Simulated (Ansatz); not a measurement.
Cost and result for the atomization energy of C4H3F3 (`F/C=C/C=C(F)F`) (10 atoms, 9 bonds).

Z-matrix (Å, degrees):
```
C
C 1 1.326
F 1 1.334 2 121.6
H 1 1.084 2 125.8 3 -180.0
C 2 1.443 1 122.4 3 180.0
H 2 1.084 1 118.6 3 0.0
C 5 1.324 2 123.5 1 -180.0
H 5 1.083 2 120.2 1 0.0
F 7 1.314 5 125.2 2 0.0
F 7 1.313 5 124.6 2 -180.0
```

Charge 0, multiplicity 1. The geometry is a stationary point of PBE0-D4/def2-TZVP. It is one conformer, not always the lowest. Program: Ansatz. All runs use 4 threads of a server CPU on a shared host. Times are those of one run each, without the atoms' runs, and a repeat can differ threefold. Electronic energies, without spin–orbit coupling; frozen cores. CCSD(T)/CBS adds CCSD(T) − MP2 in def2-TZVPP to the MP2 limit, and its time is that of the two runs behind it. T1 = 0.013; the RHF reference is unstable towards UHF. B3LYP takes the VWN-RPA correlation (the form of Gaussian; ORCA's B3LYP/G).

CCSD(T)/CBS is a level of theory with its own doubt, some kJ/mol a heavy atom from the limit and from the frozen cores, so smaller differences don't rank the functionals.

| level | functions | wall time |
| --- | --- | --- |
| PBE-D4/def2-TZVPP (with forces) | 259 | 2.6 s |
| PBE0-D4/def2-TZVPP | 259 | 3.1 s |
| B3LYP-D4/def2-TZVPP (with forces) | 259 | 4.7 s |
| r2SCAN-D4/def2-TZVPP (with forces) | 259 | 5.5 s |
| B2PLYP/def2-TZVPP | 259 | 6.5 s |
| ωB97X-V/def2-TZVPP | 259 | 8 s |
| ωB97M-V/def2-TZVPP (with forces) | 259 | 12 s |
| MP2/def2-QZVPP | 489 | 30 s |
| CCSD(T)/def2-TZVPP | 259 | 6.5 min |
| CCSD(T)/CBS(def2) | – | 7 min |

(1) What atomization energy does each give, and how far from CCSD(T)/CBS? (Estimate.)

Results:

(1) Computed: 
```json
{"level": "PBE-D4/def2-TZVPP (with forces)", "atomization (kcal/mol)": "1093.0", "difference from CCSD(T)/CBS": "55.8", "per bond": "6.2"}
{"level": "PBE0-D4/def2-TZVPP", "atomization (kcal/mol)": "1055.6", "difference from CCSD(T)/CBS": "18.4", "per bond": "2.0"}
{"level": "B3LYP-D4/def2-TZVPP (with forces)", "atomization (kcal/mol)": "1040.8", "difference from CCSD(T)/CBS": "3.6", "per bond": "0.4"}
{"level": "r2SCAN-D4/def2-TZVPP (with forces)", "atomization (kcal/mol)": "1051.2", "difference from CCSD(T)/CBS": "14.0", "per bond": "1.6"}
{"level": "B2PLYP/def2-TZVPP", "atomization (kcal/mol)": "1032.0", "difference from CCSD(T)/CBS": "-5.2", "per bond": "-0.6"}
{"level": "ωB97X-V/def2-TZVPP", "atomization (kcal/mol)": "1041.5", "difference from CCSD(T)/CBS": "4.3", "per bond": "0.5"}
{"level": "ωB97M-V/def2-TZVPP (with forces)", "atomization (kcal/mol)": "1044.4", "difference from CCSD(T)/CBS": "7.2", "per bond": "0.8"}
{"level": "MP2/def2-QZVPP", "atomization (kcal/mol)": "1064.1", "difference from CCSD(T)/CBS": "26.9", "per bond": "3.0"}
{"level": "CCSD(T)/def2-TZVPP", "atomization (kcal/mol)": "1010.0", "difference from CCSD(T)/CBS": "-27.2", "per bond": "-3.0"}
{"level": "CCSD(T)/CBS(def2)", "atomization (kcal/mol)": "1037.2", "difference from CCSD(T)/CBS": "0.0", "per bond": "0.0"}
```

From PBE to PBE0 (25 % exact exchange), in def2-TZVPP and without D4, the atomization energy moves by −36.7 kcal/mol: exact exchange takes away binding that semilocal exchange gives to molecules. In def2-TZVPP, CCSD(T) changes the Hartree–Fock value by +279.1 kcal/mol (the triples alone add +22.4 kcal/mol) and MP2 by +317.1 kcal/mol; breaking electron pairs costs correlation energy, which Hartree–Fock lacks. The D4 term adds +6.7 kcal/mol with B3LYP and +3.5 kcal/mol with PBE0; it sums over pairs of atoms, weighted by their polarisabilities, and B3LYP, whose exchange is more repulsive, gets the larger term.
